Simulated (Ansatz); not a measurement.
Nudged elastic band run: CH4NSb

input.yaml

```yaml
crystal:
  periodic: [false, false, false]
  atoms:
    - { symbol: C, position_ang: [-0.887175, -0.52643, -0.774249] }
    - { symbol: "N", position_ang: [-0.713275, -0.490273, 0.475945] }
    - { symbol: Sb, position_ang: [1.171012, -0.052772, 1.275494] }
    - { symbol: H, position_ang: [-1.884706, -0.800189, -1.168163] }
    - { symbol: H, position_ang: [-0.124894, -0.297332, -1.549237] }
    - { symbol: H, position_ang: [0.628878, 1.456456, 1.878291] }
    - { symbol: H, position_ang: [1.810159, 0.71054, -0.138082] }
basis:
  gaussian: { orbitals: def2-SVP }
hamiltonian:
  xc: r2scanh
neb:
  order_check: false
  images: 5
  f_tol: 0.05
  max_iterations: 60
  final_atoms:
    - { symbol: C, position_ang: [-0.78828491, -0.26930276, -0.57271] }
    - { symbol: "N", position_ang: [-0.24970882, 0.11313724, 0.54686082] }
    - { symbol: Sb, position_ang: [1.70697188, 0.57195885, 1.19862787] }
    - { symbol: H, position_ang: [-1.86456092, -0.4431689, -0.64452572] }
    - { symbol: H, position_ang: [-0.1517533, -0.41629491, -1.4474073] }
    - { symbol: H, position_ang: [-0.92192032, 0.22368658, 1.30707144] }
    - { symbol: H, position_ang: [2.26925539, 0.21998389, -0.3879181] }
  initial_path:
    images:
      - { positions_ang: [[-0.887175, -0.52643, -0.774249], [-0.713275, -0.490273, 0.475945], [1.171012, -0.052772, 1.275494], [-1.884706, -0.800189, -1.168163], [-0.124894, -0.297332, -1.549237], [0.628878, 1.456456, 1.878291], [1.810159, 0.71054, -0.138082]] }
      - { positions_ang: [[-0.86395754, -0.46051778, -0.7123551], [-0.63472128, -0.48129788, 0.51831942], [1.19000782, 0.13427875, 1.28788575], [-1.82744613, -0.81379151, -1.09031024], [-0.18040813, -0.10915796, -1.48010396], [0.40225298, 1.20527783, 1.60236905], [1.91427128, 0.52520856, -0.12580592]] }
      - { positions_ang: [[-0.84074007, -0.39460557, -0.6504612], [-0.55616755, -0.47232276, 0.56069384], [1.20900363, 0.3213295, 1.3002775], [-1.77018626, -0.82739401, -1.01245749], [-0.23592226, 0.07901607, -1.41097093], [0.17562795, 0.95409966, 1.3264471], [2.01838356, 0.33987711, -0.11352984]] }
      - { positions_ang: [[-0.81752261, -0.32869335, -0.5885673], [-0.47761383, -0.46334764, 0.60306827], [1.22799945, 0.50838024, 1.31266925], [-1.71292638, -0.84099652, -0.93460473], [-0.29143639, 0.26719011, -1.34183789], [-0.05099707, 0.70292149, 1.05052516], [2.12249584, 0.15454567, -0.10125376]] }
      - { positions_ang: [[-0.80777671, -0.30889649, -0.58328153], [-0.40164549, -0.27118601, 0.58433245], [1.38765693, 0.52957311, 1.27465546], [-1.76347123, -0.70838731, -0.83791173], [-0.24487536, 0.03936177, -1.37702769], [-0.34130482, 0.54317652, 1.13604058], [2.17141569, 0.17635841, -0.19680854]] }
      - { positions_ang: [[-0.79803081, -0.28909962, -0.57799577], [-0.32567716, -0.07902439, 0.56559664], [1.5473144, 0.55076598, 1.23664166], [-1.81401608, -0.57577811, -0.74121873], [-0.19831433, -0.18846657, -1.4122175], [-0.63161257, 0.38343155, 1.22155601], [2.22033554, 0.19817115, -0.29236332]] }
      - { positions_ang: [[-0.78828491, -0.26930276, -0.57271], [-0.24970882, 0.11313724, 0.54686082], [1.70697188, 0.57195885, 1.19862787], [-1.86456092, -0.4431689, -0.64452572], [-0.1517533, -0.41629491, -1.4474073], [-0.92192032, 0.22368658, 1.30707144], [2.26925539, 0.21998389, -0.3879181]] }
```

Launched with:

```bash
$ ansatz run input.yaml --threads 2 --pin off --max-ram 3072MiB --backend cpu --events-out ev --progress --plain --runs-dir out
```

Output, in part (warnings, iteration lines, the closing report on the highest movable image, with atoms numbered from 0):

```
NEB end point (image 0): max|allowed force component| = 5.855e-3 eV/Å (the criterion of neb.relax_end_points is 1.000e-2)
NEB end point (image 6): max|allowed force component| = 1.290e-2 eV/Å (the criterion of neb.relax_end_points is 1.000e-2)
NEB iter   1: max|band force component| = 1.886e1 eV/Å  barrier→ = 5.2869 eV  barrier← = 5.3912 eV  Δτ_max = 0.1968 Å  (185 SCF iters)
NEB iter   2: max|band force component| = 5.400e0 eV/Å  barrier→ = 2.7383 eV  barrier← = 2.8426 eV  Δτ_max = 0.1919 Å  (172 SCF iters)
NEB iter   3: max|band force component| = 2.343e0 eV/Å  barrier→ = 1.9933 eV  barrier← = 2.0976 eV  Δτ_max = 0.2000 Å  (145 SCF iters)
NEB iter   4: max|band force component| = 1.985e0 eV/Å  barrier→ = 1.9273 eV  barrier← = 2.0317 eV  Δτ_max = 0.1911 Å  (157 SCF iters)
NEB iter   5: max|band force component| = 1.504e0 eV/Å  barrier→ = 1.8118 eV  barrier← = 1.9161 eV  Δτ_max = 0.1960 Å  (150 SCF iters)
NEB iter   6: max|band force component| = 9.483e-1 eV/Å  barrier→ = 1.6647 eV  barrier← = 1.7690 eV  Δτ_max = 0.1976 Å  (148 SCF iters)
NEB iter   7: max|band force component| = 1.133e0 eV/Å  barrier→ = 1.4199 eV  barrier← = 1.5242 eV  Δτ_max = 0.1000 Å  (152 SCF iters)
NEB iter   8: max|band force component| = 9.445e-1 eV/Å  barrier→ = 1.5190 eV  barrier← = 1.6233 eV  Δτ_max = 0.1001 Å  (148 SCF iters)
NEB iter   9: max|band force component| = 9.806e-1 eV/Å  barrier→ = 1.6475 eV  barrier← = 1.7518 eV  CI = image 3  Δτ_max = 0.2000 Å  (149 SCF iters)
NEB iter  10: max|band force component| = 2.029e0 eV/Å  barrier→ = 1.7809 eV  barrier← = 1.8852 eV  CI = image 3  Δτ_max = 0.0987 Å  (152 SCF iters)
NEB iter  11: max|band force component| = 7.704e-1 eV/Å  barrier→ = 1.7458 eV  barrier← = 1.8501 eV  CI = image 3  Δτ_max = 0.1038 Å  (145 SCF iters)
NEB iter  12: max|band force component| = 9.641e-1 eV/Å  barrier→ = 1.7376 eV  barrier← = 1.8419 eV  CI = image 3  Δτ_max = 0.0499 Å  (139 SCF iters)
NEB iter  13: max|band force component| = 3.285e-1 eV/Å  barrier→ = 1.7333 eV  barrier← = 1.8376 eV  CI = image 3  Δτ_max = 0.0884 Å  (150 SCF iters)
NEB iter  14: max|band force component| = 1.570e-1 eV/Å  barrier→ = 1.7301 eV  barrier← = 1.8344 eV  CI = image 3  Δτ_max = 0.0302 Å  (147 SCF iters)
NEB iter  15: max|band force component| = 1.228e-1 eV/Å  barrier→ = 1.7289 eV  barrier← = 1.8332 eV  CI = image 3  Δτ_max = 0.0150 Å  (150 SCF iters)
NEB iter  16: max|band force component| = 7.636e-2 eV/Å  barrier→ = 1.7288 eV  barrier← = 1.8331 eV  CI = image 3  Δτ_max = 0.0066 Å  (134 SCF iters)
NEB iter  17: max|band force component| = 5.014e-2 eV/Å  barrier→ = 1.7287 eV  barrier← = 1.8331 eV  CI = image 3  Δτ_max = 0.0050 Å  (122 SCF iters)
NEB iter  18: max|band force component| = 7.485e-2 eV/Å  barrier→ = 1.7287 eV  barrier← = 1.8331 eV  CI = image 3  Δτ_max = 0.0025 Å  (112 SCF iters)
NEB iter  19: max|band force component| = 2.729e-2 eV/Å  barrier→ = 1.7287 eV  barrier← = 1.8330 eV  CI = image 3  Δτ_max = 0.0000 Å  (245 SCF iters)
Total energy: -9124.90083653 eV, -335.3339206627 hartree
Atom 0 at    -0.811264    -0.431597    -0.647984 Å, force     0.002146    -0.002487     0.002040 eV/Å
Atom 1 at    -0.490202    -0.300632     0.586815 Å, force    -0.001423     0.001068    -0.001635 eV/Å
Atom 2 at     1.452007     0.151664     1.368800 Å, force    -0.000013     0.000094     0.000120 eV/Å
Atom 3 at    -1.878348    -0.443048    -0.924787 Å, force    -0.001154     0.000610    -0.000194 eV/Å
Atom 4 at    -0.084238    -0.543076    -1.472922 Å, force    -0.000324     0.001026    -0.000211 eV/Å
Atom 5 at    -0.266971     0.859399     1.232971 Å, force     0.000902    -0.000474    -0.000418 eV/Å
Atom 6 at     2.079013     0.707291    -0.142895 Å, force    -0.000133     0.000163     0.000297 eV/Å
Dipole moment:     0.086059     0.069980    -0.175789 e Å
```

It converged. A vibrational analysis at the climbing image gives one clearly imaginary mode, 1419i cm⁻¹: a first-order saddle point. The orbitals stay closed-shell, which can raise the energy where a bond breaks towards radicals; this wasn't checked here.

Final band (atoms are numbered from 1 in the order of the input):

```
image  path coordinate (Å)  energy (kcal/mol)  Sb3–H6 (Å)  N2–H6 (Å)
    0                 0.00                0.0        1.71       2.75
    1                 0.53                3.3        1.70       2.45
    2                 1.05               18.3        1.71       1.96
    3                 1.58               39.9        1.86       1.35
    4                 2.10               18.1        2.28       1.04
    5                 2.63               -0.2        2.61       1.02
    6                 3.16               -2.4        2.65       1.02
```

Time of the run: 3.8 min on 2 threads of Arm Neoverse V2, on a shared host, peak memory 0.2 GiB.
